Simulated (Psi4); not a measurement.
Approach curve of the dimer CH3Cl ··· H4Si (SMILES CCl and [SiH4]). Monomers: optimised at B3LYP-D3(BJ) (def2-TZVP), held rigid. Orientation: a higher rigid-body minimum at GFN2-xTB. Only R, the distance of the centres of mass, is varied, so the lowest point isn't the relaxed dimer.

Geometry at R = 4.80 Å (first 5 atoms: monomer A):
```
10

C     -0.1538    -0.0004     0.0011
Cl     1.6405     0.0046    -0.0120
H     -0.4875    -0.4769     0.9179
H     -0.5004    -0.5554    -0.8653
H     -0.4988     1.0282    -0.0416
Si    -2.1751    -2.4514     2.5193
H     -3.0338    -1.7829     1.5157
H     -1.5711    -1.4334     3.4084
H     -1.1023    -3.2025     1.8290
H     -2.9929    -3.3867     3.3241
```

Level of theory: SAPT0/jun-cc-pVDZ, frozen core in Psi4.

Components in kJ/mol:

```
R / Å  electrostatics  exchange  induction  dispersion  total
-----  --------------  --------  ---------  ----------  -----
4.22            -2.43     24.62      -4.19       -8.90   9.10
4.39            -0.69     14.51      -2.46       -6.58   4.78
4.60             0.32      7.45      -1.30       -4.60   1.87
4.80             0.67      3.90      -0.72       -3.33   0.53
4.96             0.74      2.31      -0.46       -2.59   0.00
5.23             0.69      0.95      -0.23       -1.74  -0.33
5.51             0.57      0.37      -0.12       -1.18  -0.36
5.79             0.45      0.15      -0.07       -0.82  -0.29
6.28             0.28      0.03      -0.03       -0.45  -0.17
6.98             0.16      0.00      -0.02       -0.21  -0.07
8.04             0.07      0.00      -0.01       -0.08  -0.02
9.34             0.03      0.00       0.00       -0.03   0.00
```
